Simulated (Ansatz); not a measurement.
Al(Me)2(SiH3) (C2H9AlSi), SMILES [CH3][Al]([CH3])[SiH3].

Geometry optimised at ωB97X-D3(BJ)/def2-SVP. The structure was generated by enumeration; whether it is a known compound was not checked.

Two levels are set side by side: PBE/def2-SVPD (Ansatz, an electronic-structure program) and CAM-B3LYP/def2-SVPD (Ansatz). Energy differences of separate SCF runs at the same geometry; the states with an electron removed or added have multiplicity 2 and 2. Differences are taken from unrounded values.

| quantity | CAM-B3LYP | PBE | PBE minus CAM-B3LYP |
|---|---|---|---|
| vertical ionisation energy (eV) | 9.19 | 8.81 | -0.38 |
| vertical singlet–triplet gap (eV) | 4.10 | 3.64 | -0.47 |
